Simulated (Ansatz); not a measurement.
Ansatz (an electronic-structure program) input for SnBr₂, SMILES [Br][Sn][Br] (connectivity only; charge and spin as stated), neutral, multiplicity 1, PBE-D3(BJ)/def2-SVP. 

Ansatz 0.2 input:
```yaml
crystal:
  periodic: [false, false, false]
  atoms:
    - {symbol: Sn, position_ang: [-0.00000000, 0.00000000, 0.95040314]}
    - {symbol: Br, position_ang: [0.00000000, -1.95515491, -0.67885938]}
    - {symbol: Br, position_ang: [-0.00000000, 1.95515491, -0.67885938]}
basis:
  gaussian:
    orbitals: def2-SVP
hamiltonian:
  xc: pbe
  dispersion: d3bj
relax: {f_tol: 0.002, max_steps: 200}
```

Log of the run:

```
WARN ansatz: RAYON_NUM_THREADS=1 ignored (pool sized by the plan → 1); use --threads N
Functional definition: PBE
integrals: 0.04 GiB planned
981 factors; their error is unknown
mean field: 0.21 GiB planned
mean field evaluation 1: about -145888.3515 eV, gradient 1.7e1 eV
mean field evaluation 2: about -145882.0979 eV, gradient 4.4e1 eV
mean field evaluation 4: about -145889.3488 eV, gradient 9.9e-1 eV
mean field evaluation 8: about -145889.2436 eV, gradient 1.7e-2 eV
mean field -145889.24356782 eV, -5361.3308138363 hartree, gradient 5.5e-5 eV, S^2 0.000000; 0 other end points of the search recorded, 0 dependent functions left out
the calculation of the forces begins
reference -145889.24359856 eV, -5361.3308149661 hartree; 46, 46 occupied and 44, 44 virtual orbitals, 981 factors
relax step   1: F+E_penalty+E_count = -145889.34493517 eV  Δ(F+E_penalty+E_count) = +0.000e0 eV  max|allowed force component| = 2.403e-1 eV/Å  Δτ_max = 0.0000 Å  (24 SCF iters, accepted)
these checks for a lower state are left out or cut short: starts, cluster_reference, orbital_swaps, neighbouring_geometries, increment
integrals: 0.04 GiB planned
981 factors; their error is unknown
mean field: 0.21 GiB planned
mean field evaluation 16: about -145889.3552 eV, gradient 5.6e-3 eV
mean field -145889.24651370 eV, -5361.3309220956 hartree, gradient 5.2e-5 eV, S^2 0.000000; 0 other end points of the search recorded, 0 dependent functions left out
the calculation of the forces begins
reference -145889.24654458 eV, -5361.3309232302 hartree; 46, 46 occupied and 44, 44 virtual orbitals, 981 factors
relax step   2: F+E_penalty+E_count = -145889.34716086 eV  Δ(F+E_penalty+E_count) = -2.226e-3 eV  max|allowed force component| = 1.347e-1 eV/Å  Δτ_max = 0.0212 Å  (25 SCF iters, accepted)
these checks for a lower state are left out or cut short: starts, cluster_reference, orbital_swaps, neighbouring_geometries, increment
integrals: 0.04 GiB planned
981 factors; their error is unknown
mean field: 0.21 GiB planned
mean field -145889.24733243 eV, -5361.3309521833 hartree, gradient 4.7e-5 eV, S^2 0.000000; 0 other end points of the search recorded, 0 dependent functions left out
the calculation of the forces begins
reference -145889.24736326 eV, -5361.3309533162 hartree; 46, 46 occupied and 44, 44 virtual orbitals, 981 factors
relax step   3: F+E_penalty+E_count = -145889.34817891 eV  Δ(F+E_penalty+E_count) = -1.018e-3 eV  max|allowed force component| = 3.199e-3 eV/Å  Δτ_max = 0.0060 Å  (25 SCF iters, accepted)
these checks for a lower state are left out or cut short: starts, cluster_reference, orbital_swaps, neighbouring_geometries, increment
integrals: 0.04 GiB planned
981 factors; their error is unknown
mean field: 0.21 GiB planned
mean field -145889.24730297 eV, -5361.3309511008 hartree, gradient 1.3e-5 eV, S^2 0.000000; 0 other end points of the search recorded, 0 dependent functions left out
the calculation of the forces begins
reference -145889.24733380 eV, -5361.3309522336 hartree; 46, 46 occupied and 44, 44 virtual orbitals, 981 factors
relax step   4: F+E_penalty+E_count = -145889.34818078 eV  Δ(F+E_penalty+E_count) = -1.872e-6 eV  max|allowed force component| = 2.804e-4 eV/Å  Δτ_max = 0.0010 Å  (18 SCF iters, accepted)
integrals: 0.04 GiB planned
981 factors; their error is unknown
mean field: 0.21 GiB planned
mean field evaluation 32: about -145889.3558 eV, gradient 7.1e-2 eV
mean field -145889.24730297 eV, -5361.3309511008 hartree, gradient 1.3e-5 eV, S^2 0.000000; 1 other end points of the search recorded, 0 dependent functions left out
the calculation of the forces begins
reference -145889.24733380 eV, -5361.3309522336 hartree; 46, 46 occupied and 44, 44 virtual orbitals, 981 factors
Total energy: -145889.34821161 eV, -5361.3346594248 hartree
Atom 0 at    -0.000000     0.000000     0.957378 Å, force    -0.000000     0.000000    -0.000195 eV/Å
Atom 1 at    -0.000000    -1.969154    -0.682347 Å, force    -0.000000    -0.000280     0.000097 eV/Å
Atom 2 at     0.000000     1.969154    -0.682347 Å, force    -0.000000     0.000280     0.000097 eV/Å
Dipole moment:    -0.000000     0.000000     0.598575 e Å
```

Self-consistency was reached.

Cost: about 9 core-seconds (a rough figure).
